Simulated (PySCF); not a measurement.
A side-by-side comparison of computed properties.

First species: C2H12SSi3.
Structure used (GFN2-xTB), in Å, numbered top down from 1:
```xyz
18
C2H12SSi3 angstrom
C      2.7982    0.0791    0.0565
C      1.9881   -1.0875   -0.4721
S      0.6576   -0.5483   -1.5982
Si    -0.9123    0.0844   -0.2132
Si    -2.6173   -1.4984   -0.3043
Si    -1.3425    2.3320   -0.6195
H      3.6211   -0.2880    0.6678
H      2.1783    0.7372    0.6632
H      3.2067    0.6558   -0.7703
H      2.6102   -1.7495   -1.0739
H      1.5347   -1.6626    0.3349
H     -0.2149   -0.0567    1.0795
H     -3.3403   -1.4454   -1.5761
H     -2.1766   -2.8845   -0.1193
H     -3.5797   -1.2103    0.7628
H     -2.3670    2.7769    0.3295
H     -1.8617    2.5479   -1.9705
H     -0.1914    3.2244   -0.4532
```

Second species: H₁₀O₂Si₅.
Geometry (GFN2-xTB, Å), atoms numbered from 1 in this order:
```xyz
17
H10O2Si5 angstrom
Si    -3.247    0.011    0.285
O     -1.891    0.103   -0.585
Si    -0.323    0.181   -1.042
Si     0.836    1.846    0.078
O      2.116    0.983    0.626
Si     2.644   -0.571    0.707
Si     0.923   -1.700   -0.380
H     -3.461    1.325    0.892
H     -4.293   -0.342   -0.671
H     -3.055   -1.024    1.300
H     -0.474    0.376   -2.498
H      0.268    2.456    1.287
H      1.457    2.900   -0.729
H      2.871   -0.787    2.138
H      3.947   -0.521    0.037
H      0.243   -2.673    0.497
H      1.434   -2.550   -1.471
```

Levels: B3LYP/def2-SVPD for HOMO energy, LUMO energy, HOMO–LUMO gap and static isotropic polarisability; TDDFT B3LYP/def2-SVPD for lowest singlet excitation; TDA B3LYP/def2-SVPD for lowest triplet excitation (Tamm–Dancoff). Geometries: GFN2-xTB. Each structure is a single optimised conformer of the isolated species, non-relativistic unless stated. Electronic properties by PySCF.

Dipoles, sizes and rotational constants follow the conformer. The torsions of the flexible species, by atom-mapped SMILES:
- `[CH3:1][CH2:2][S:3][SiH:4]([SiH3:5])[SiH3:6]`: C1–C2–S3–Si4 -81°, C2–S3–Si4–Si5 -108°

The conformers of `[SiH3]O[Si@H]1[SiH2]O[SiH2][SiH2]1` aren't listed.

Problem. Which has the higher LUMO energy?

Solution. The first: -0.87 eV against -1.60 eV, a difference of 0.73 eV.

Problem. Which has the higher HOMO energy?

Solution. The first: -6.34 eV against -7.05 eV, a difference of 0.71 eV.

Problem. Which has the higher T1 energy?

Solution. The first: 4.25 eV against 4.08 eV, a difference of 0.17 eV.

Problem. Which has the higher static isotropic polarisability?

Solution. The second: 140.1 au against 138.8 au, a difference of 1.3 au.

Problem. Which has the higher S1 energy?

Solution. The first: 4.52 eV against 4.43 eV, a difference of 0.09 eV.

On the first: S1 lies 0.95 eV below the HOMO–LUMO gap; its leading configuration is HOMO→LUMO, weight 0.88. No computed singlet falls in the visible range (750 to 380 nm, 1.65 to 3.26 eV); S1 lies 1.26 eV above its blue end. GFN2-xTB frequencies show an imaginary mode (29i cm⁻¹), so this geometry is no minimum at that level.

On the second: In wavenumbers S1 is 35800 cm⁻¹ (1 eV = 8065.54 cm⁻¹). No computed singlet falls in the visible range (750 to 380 nm, 1.65 to 3.26 eV); S1 lies 1.17 eV above its blue end. GFN2-xTB frequencies show an imaginary mode (21i cm⁻¹), so this geometry is no minimum at that level.
